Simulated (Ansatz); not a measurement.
```yaml
crystal:
  periodic: [false, false, false]
  atoms:
    - {symbol: Ru, position_ang: [0.013916, 0.135537, -0.202281]}
    - {symbol: O, position_ang: [-1.598902, -0.304544, -0.167037]}
    - {symbol: O, position_ang: [1.584986, 0.169006, 0.369308]}
basis:
  gaussian: {orbitals: def2-mTZVP, fitting: {mean_field: def2-universal-jkfit}, point_charges: [{charge: 0.50, position_ang: [5.885, 0.540, 0.987]}]}
hamiltonian: {xc: {name: r2SCAN0}}
scf: {omitted_lower_state_checks: [starts]}
```

```sh
$ ansatz run in.yaml --threads 4 --pin off --events-out ev --progress --plain --max-ram 3916MiB
```

Output, abridged:

```
Functional definition: r2SCAN0
409 factors; integrals over basis functions are off by at most 1.1e0 eV
mean field evaluation 1: about -6665.3624 eV, gradient 6.6e1 eV
mean field evaluation 2: about -6573.4816 eV, gradient 2.1e2 eV
mean field evaluation 4: about -6668.6243 eV, gradient 4.5e1 eV
mean field evaluation 8: about -6672.4631 eV, gradient 8.8e-2 eV
mean field evaluation 16: about -6672.4642 eV, gradient 1.3e-4 eV
mean field -6672.46415807 eV, -245.2085350504 hartree, gradient 5.8e-5 eV, S^2 0.000000; 0 other end points of the search recorded, 0 dependent functions left out
reference -6672.46417405 eV, -245.2085356377 hartree; 16, 16 occupied and 65, 65 virtual orbitals, 409 factors
Total energy: -6672.46417405 eV, -245.2085356377 hartree
Checks for a lower state left out: starts
```

Run time 1 s (4 threads of Arm Neoverse V2 on a shared host).

In the def2 sets Ru takes a core potential; there is no spin–orbit coupling. The restricted singlet is unstable towards broken spin symmetry at other levels; at RKS r2SCAN0/def2-mTZVP this wasn't settled.
